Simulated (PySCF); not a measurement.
NbO3, SMILES [O]=[Nb]1[O][O]1 (connectivity only; charge and spin as stated), neutral, multiplicity 2. Atoms are numbered in the order given.

```xyz
4

Nb     0.2713     0.2496     0.0000
O     -0.7742     1.5913     0.0000
O     -0.3082    -1.4353     0.7197
O     -0.3082    -1.4353    -0.7197
```
Charge 0, spin multiplicity 2.

Coordinates come from a PBE0-D3(BJ)/def2-TZVP optimisation. The spin state was assumed, not searched. The def2 effective core potentials stand for the cores of Nb; spin–orbit coupling is left out.

All values below come from TDA-B3LYP/def2-SVPD in PySCF 2.14.0.

Vertical excitations. The molecule is in vacuum.

```json
[
 {"state": "root 1", "energy (eV)": "0.48", "λ (nm)": "2574", "f": "0.005", "main pairs": "α HOMO→LUMO 99 %"},
 {"state": "root 2", "energy (eV)": "1.02", "λ (nm)": "1219", "f": "0.000", "main pairs": "α HOMO→LUMO+1 98 %"},
 {"state": "root 3", "energy (eV)": "2.14", "λ (nm)": "580", "f": "0.002", "main pairs": "α HOMO−1→LUMO 98 %"},
 {"state": "root 4", "energy (eV)": "2.63", "λ (nm)": "471", "f": "0.004", "main pairs": "β HOMO→LUMO 97 %"},
 {"state": "root 5", "energy (eV)": "2.83", "λ (nm)": "438", "f": "0.000", "main pairs": "α HOMO−1→LUMO+1 58 %, β HOMO→LUMO+1 39 %"},
 {"state": "root 6", "energy (eV)": "3.10", "λ (nm)": "399", "f": "0.003", "main pairs": "α HOMO→LUMO+2 94 %"},
 {"state": "root 7", "energy (eV)": "3.29", "λ (nm)": "377", "f": "0.000", "main pairs": "β HOMO→LUMO+2 98 %"},
 {"state": "root 8", "energy (eV)": "3.51", "λ (nm)": "353", "f": "0.000", "main pairs": "α HOMO−2→LUMO 95 %"},
 {"state": "root 9", "energy (eV)": "3.62", "λ (nm)": "343", "f": "0.016", "main pairs": "α HOMO−1→LUMO+1 34 %, α HOMO−2→LUMO+1 6 %, β HOMO→LUMO+1 50 %"},
 {"state": "root 10", "energy (eV)": "3.69", "λ (nm)": "336", "f": "0.003", "main pairs": "α HOMO→LUMO+3 79 %, α HOMO→LUMO+5 18 %"}
]
```
Unrestricted roots are not spin-pure.
